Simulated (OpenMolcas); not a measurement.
Ionisation energies of zinc

```
Program             : OpenMolcas 26.06
Basis               : ANO-RCC-VDZP [5s4p2d1f]
Scalar Hamiltonian  : DKH2, point nucleus
Spin-orbit coupling : RASSI with atomic mean-field integrals over the reference wave functions, term energies averaged over their components
```

Active shells in each charge state: the valence s, p shells, with orbitals averaged over the low states. Where CASPT2's correlated closed shells are named, they are those of the first ion.

A. CASSCF
B. SS-CASPT2, IPEA 0.25 Eh, imaginary shift 0.1 Eh (closed shells correlated: 3d)
C. SS-CASPT2, IPEA 0 Eh, imaginary shift 0.1 Eh (closed shells correlated: 3d)
D. SS-CASPT2, IPEA 0.25 Eh, imaginary shift 0.1 Eh (closed shells correlated: none)
E. SS-CASPT2, IPEA 0.25 Eh, imaginary shift 0.1 Eh (closed shells correlated: 3s 3p 3d)

Energies in eV between the lowest computed levels, named as in B; reference values from the NIST Atomic Spectra Database with their kind.

| From | To | A | B | C | D | E | Spin-orbit share in B | Reference |
| --- | --- | --- | --- | --- | --- | --- | --- | --- |
| Zn 4s² ¹S₀ | Zn+ 4s ²S_1/2 | 8.614 | 8.970 | 8.969 | 8.645 | 8.984 | +0.000 | 9.394 (measured) |
| Zn+ 4s ²S_1/2 | Zn2+ 3d¹⁰ ¹S₀ | 16.923 | 17.593 | 17.614 | 16.923 | 17.616 | +0.000 | 17.964 (measured) |

Error against the reference values, in %:

```
From  Reference     A     B     C     D     E
  Zn   measured  -8.3  -4.5  -4.5  -8.0  -4.4
 Zn+   measured  -5.8  -2.1  -1.9  -5.8  -1.9
```

Mean absolute error over the 2 measured values: A 0.91 eV, B 0.40 eV, C 0.39 eV, D 0.90 eV, E 0.38 eV.
